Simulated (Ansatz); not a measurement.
Method: frozen-core CCSD(T)/def2-TZVPP // TPSS-D3(BJ)/def2-SVP (Ansatz, an electronic-structure program).

Ansatz 0.2 input:
```yaml
crystal:
  periodic: [false, false, false]
  atoms:
    - { symbol: Zn, position_ang: [-0.00023, -0.000136, 0.000129] }
    - { symbol: C, position_ang: [-0.905201, 1.72762, 0.083477] }
    - { symbol: H, position_ang: [-0.396966, 2.48172, -0.547393] }
    - { symbol: H, position_ang: [-0.929165, 2.122339, 1.117223] }
    - { symbol: H, position_ang: [-1.952335, 1.653551, -0.267224] }
    - { symbol: C, position_ang: [0.904695, -1.727913, -0.083361] }
    - { symbol: H, position_ang: [2.004889, -1.608322, -0.099178] }
    - { symbol: H, position_ang: [0.619481, -2.29038, -0.992918] }
    - { symbol: H, position_ang: [0.65253, -2.359766, 0.789641] }
basis:
  gaussian: { orbitals: def2-TZVPP }
correlation:
  method: ccsd_t
```

Output:

```
Functional definition: HF
1283 factors; integrals over basis functions are off by at most 8.3e-4 eV
mean field evaluation 1: about -50529.4973 eV, gradient 3.5e1 eV
mean field evaluation 2: about -50529.7182 eV, gradient 3.5e1 eV
mean field evaluation 4: about -50532.5853 eV, gradient 6.9e0 eV
mean field evaluation 8: about -50532.6383 eV, gradient 3.2e-1 eV
mean field evaluation 16: about -50529.4978 eV, gradient 3.5e1 eV
mean field -50532.63865964 eV, -1857.0402184891 hartree, gradient 2.6e-6 eV, S^2 0.000000; 0 other end points of the search recorded, 0 dependent functions left out
7 core orbitals not correlated
reference -50532.63865964 eV, -1857.0402184891 hartree; 17, 17 occupied and 186, 186 virtual orbitals, 1283 factors
second order -33.12281789 eV of doubles, -0.00000000 eV of singles
cycle   1  -30.17048265 eV  change     3.0e0 eV  update   1.5e-1
cycle   2  -31.37136032 eV  change    -1.2e0 eV  update   7.9e-2
cycle   3  -31.64321898 eV  change   -2.7e-1 eV  update   2.3e-2
cycle   4  -31.59222376 eV  change    5.1e-2 eV  update   8.4e-3
cycle   5  -31.57850568 eV  change    1.4e-2 eV  update   3.3e-3
cycle   6  -31.58247334 eV  change   -4.0e-3 eV  update   1.2e-3
cycle   7  -31.58252226 eV  change   -4.9e-5 eV  update   4.9e-4
cycle   8  -31.58162466 eV  change    9.0e-4 eV  update   1.5e-4
cycle   9  -31.58171955 eV  change   -9.5e-5 eV  update   4.7e-5
cycle  10  -31.58181493 eV  change   -9.5e-5 eV  update   1.5e-5
cycle  11  -31.58178447 eV  change    3.0e-5 eV  update   7.6e-6
perturbative correction -0.91190361 eV, -0.0335118395 hartree
Total energy: -50565.13234772 eV, -1858.2343395011 hartree
```

Cost: about 2.9 core-minutes (a rough figure).
